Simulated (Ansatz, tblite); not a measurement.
Ligand exchange: GeH(CH3)F2 + Si(CH3)3F → GeHF3 + Si(CH3)4

Gas-phase species: GeH(CH3)F2, singlet; Si(CH3)3F (trimethylsilyl fluoride), singlet; GeHF3 `[F][GeH]([F])[F]`, singlet; Si(CH3)4 (tetramethylsilane), singlet. The partners trade CH3 for F: Ge–CH3 and Si–F bonds give way to Ge–F and Si–CH3.

Shapes, held fixed at every level: PBE0-D4/def2-TZVP. Programs: Ansatz 0.2.0, tblite 0.8.0. Electronic energies: no zero-point or thermal term.

```json
{"level": "GFN1-xTB", "kind": "semi-empirical", "ΔE (kJ/mol)": "+170.9", "less CCSD(T)/def2-TZVPP": "+83.1"}
{"level": "HF/def2-SVP", "kind": "Hartree–Fock", "ΔE (kJ/mol)": "+91.8", "less CCSD(T)/def2-TZVPP": "+4.0"}
{"level": "HF/def2-TZVPP", "kind": "Hartree–Fock", "ΔE (kJ/mol)": "+95.6", "less CCSD(T)/def2-TZVPP": "+7.8"}
{"level": "SPW92/def2-TZVPP", "kind": "LDA", "ΔE (kJ/mol)": "+91.6", "less CCSD(T)/def2-TZVPP": "+3.8"}
{"level": "r2SCAN-D4/def2-TZVPP", "kind": "meta-GGA", "ΔE (kJ/mol)": "+89.1", "less CCSD(T)/def2-TZVPP": "+1.3"}
{"level": "wB97M-V/def2-TZVPP", "kind": "range-separated hybrid", "ΔE (kJ/mol)": "+90.9", "less CCSD(T)/def2-TZVPP": "+3.1"}
{"level": "MP2/def2-SVP", "kind": "perturbation theory", "ΔE (kJ/mol)": "+72.0", "less CCSD(T)/def2-TZVPP": "-15.8"}
{"level": "CCSD/def2-TZVPP", "kind": "coupled cluster or CI", "ΔE (kJ/mol)": "+90.2", "less CCSD(T)/def2-TZVPP": "+2.4"}
{"level": "CCSD(T)/def2-TZVPP", "kind": "coupled cluster or CI", "ΔE (kJ/mol)": "+87.8", "less CCSD(T)/def2-TZVPP": "0.0"}
```

The highest level, CCSD(T)/def2-TZVPP, gives ΔE = +87.8 kJ/mol; the levels span +72.0 to +170.9. GFN1-xTB strays far from the other rows. The column of differences is taken from that level and isn't an error. No measured value is set beside it here. Relativity is left out for Ge. Outer-core shells of Ge are correlated, in sets that cover them unevenly.
